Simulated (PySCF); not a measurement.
Delta-SCF ions had no search for a lower state. 

Cartesian coordinates (Å):
```xyz
11

C     -2.3157     0.0124    -0.1558
Si    -0.5808    -0.4021    -0.8353
Si     1.0587     0.4953     0.3861
N      2.6863    -0.0459     0.3706
H     -3.0606    -0.1918    -0.9390
H     -2.5744    -0.5817     0.7299
H     -2.3857     1.0791     0.0984
H     -0.3854    -1.9001    -0.7903
H      1.1387     1.9804     0.5825
H      3.4859     0.5756     0.3126
H      2.9329    -1.0212     0.2404
```
Charge 0, spin multiplicity 1.

Task: Estimate the dipole moment, vertical ionisation energy (Delta-SCF) and LUMO that PBE-D3(BJ)/def2-TZVP (PySCF) returns for this input.

Result: 
| Item | Value |
|---|---|
| dipole moment | 1.82 D |
| vertical ionisation energy (Delta-SCF) | 7.12 eV |
| LUMO | -2.25 eV |
